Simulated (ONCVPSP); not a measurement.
**Transferability test, ONCV potential for W**

```
Element                 : W (Z = 74)
Generator               : ONCVPSP 4.0.1
Type                    : optimised norm-conserving Vanderbilt (ONCV)
Functional              : LDA (Perdew-Wang 92)
Relativity              : scalar-relativistic
Frozen core             : [Kr] 4d10 4f14
Valence charge          : 14
Reference configuration : 5s2 5p6 5d4 6s2
Partial waves           : 5s+6s: rc 1.70 bohr, ncon 4, nbas 9, qcut 8.8 1/bohr, 3 projectors, debl 1.1 Ha; 5p: rc 1.75 bohr, ncon 4, nbas 9, qcut 7.9 1/bohr, 3 projectors, debl 2.8 Ha; 5d: rc 2.55 bohr, ncon 4, nbas 9, qcut 5.2 1/bohr, 2 projectors, debl 1.3 Ha
Local potential         : polynomial inside 1.30 bohr (lpopt 3, dvloc0 1 Ha)
Core correction         : Teter function, fcfact 4.5, rcfact 1.55
```

Energies are relative to the spin-unpolarised reference configuration 5s2 5p6 5d4 6s2; without spin polarisation the order of configurations can differ from experiment.

```json
{"valence configuration": "5s2 5p6 5d4 6s0", "charge": "+2", "ΔE all-electron (eV)": "25.144", "error AE − PS (meV)": "-8.9"}
{"valence configuration": "5s2 5p6 5d3 6s0", "charge": "+3", "ΔE all-electron (eV)": "50.849", "error AE − PS (meV)": "-14"}
{"valence configuration": "5s2 5p6 5d4 6s0 6p2", "charge": "0", "ΔE all-electron (eV)": "9.434", "error AE − PS (meV)": "-3.0"}
```

(1) What are ΔE and the potential's error for 5s2 5p6 5d4 6s1?

Levels in the configuration 5s2 5p6 5d4 6s0 6p2:

| level | all-electron (eV) | pseudo (eV) |
| --- | --- | --- |
| 5s | -82.355 | -82.396 |
| 5p | -46.434 | -46.457 |
| 5d | -7.360 | -7.363 |
| 6p | -2.861 | -2.861 |

Results:

(1) ΔE = 9.125 eV all-electron; the error (AE − PS) is -2.9 meV.
